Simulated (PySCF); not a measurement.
**From computed data to an observable: dipole moment from atomic charges**

CH3BrF2Ge, SMILES [Ge]([Br])([F])([F])[CH3]. Atoms are numbered in the order given.

```xyz
8

C     -1.6817    -1.5542     0.0000
Ge     0.0321    -0.6682     0.0000
F      0.9841    -1.1490     1.3665
F      0.9841    -1.1490    -1.3665
Br    -0.0758     1.6157     0.0000
H     -2.2399    -1.2578     0.8987
H     -2.2399    -1.2578    -0.8987
H     -1.5182    -2.6412     0.0000
```
Charge 0, spin multiplicity 1.

Geometry optimised at TPSSh-D3(BJ)/def2-SVP.

Charges (e) from PBE/def2-TZVP in PySCF:

```csv
atom,ESP fit,Mulliken
C1,-0.736,-0.463
Ge2,0.646,0.869
F3,-0.254,-0.319
F4,-0.254,-0.319
Br5,-0.118,-0.255
H6,0.225,0.162
H7,0.225,0.162
H8,0.266,0.164
```

The dipole moment of the full density is 3.11 D.

Question: What dipole moment does each set of point charges give, and which comes closer to that of the density?

Answer: 
μ = Σ q r, and 1 e Å = 4.8032 D.
ESP fit: Σ q r = (-0.644, -0.163, 0.000) e Å, |μ| = 3.19 D.
Mulliken: Σ q r = (-0.777, -0.381, 0.000) e Å, |μ| = 4.15 D.
ESP fit comes closer in size. Point charges leave out the atoms' own dipoles (lone pairs, polarised bonds); fits to the potential absorb them, partitions of the density don't.
